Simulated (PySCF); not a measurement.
Au2, SMILES [Au][Au], multiplicity 1. Coordinates come from a PBE0-D3(BJ)/def2-TZVPD optimisation. The multiplicity is an assumed one; other spin states were not compared. The def2 effective core potentials stand for the cores of Au; spin–orbit coupling is left out.

Computed equilibrium geometry at PBE0-D3(BJ)/def2-TZVPD (PySCF confirms it by a frequency run) as bond lengths and angles, and its point group:
point group D∞h.
Atoms: Au1 Au2. Bonded distances (Å): Au1–Au2 2.525.
Charge 0, spin multiplicity 1.
